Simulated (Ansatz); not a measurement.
Input for Ansatz (a program for electronic structure): U-B3LYP/def2-TZVPP on CHCl (SMILES [CH]Cl), 2S+1 = 3, a spin state set in the input, which need not be the lowest.

Ansatz 0.2 input:
```yaml
crystal:
  periodic: [false, false, false]
  atoms:
    - {symbol: C, position_ang: [-1.09178604, 0.34980385, 0.00000000]}
    - {symbol: Cl, position_ang: [0.50044682, -0.10567698, 0.00000000]}
    - {symbol: H, position_ang: [-1.95687965, -0.30231435, 0.00000000]}
basis:
  gaussian:
    orbitals: def2-TZVPP
hamiltonian:
  xc: {name: B3LYP}
magnetization: {spin_polarized: true, initial_magnetization: 2}
```

Output:

```
WARN ansatz: RAYON_NUM_THREADS=2 ignored (pool sized by the plan → 2); use --threads N
Functional definition: B3LYP
integrals: 0.02 GiB planned
552 factors; their error is unknown
mean field: 0.24 GiB planned
mean field evaluation 1: about -13568.2927 eV, gradient 3.0e1 eV
mean field evaluation 2: about -13561.8744 eV, gradient 4.6e1 eV
mean field evaluation 4: about -13573.2346 eV, gradient 1.7e0 eV
mean field evaluation 8: about -13573.2482 eV, gradient 3.3e-2 eV
mean field evaluation 16: about -13573.2731 eV, gradient 2.6e-5 eV
mean field -13573.27312227 eV, -498.8085869484 hartree, gradient 2.6e-5 eV, S^2 2.007156; 0 other end points of the search recorded, 0 dependent functions left out
reference -13573.27331185 eV, -498.8085939153 hartree; 13, 11 occupied and 74, 76 virtual orbitals, 552 factors
Total energy: -13573.27331185 eV, -498.8085939153 hartree
```

The run converged.

Cost: roughly 1.4 core-seconds.
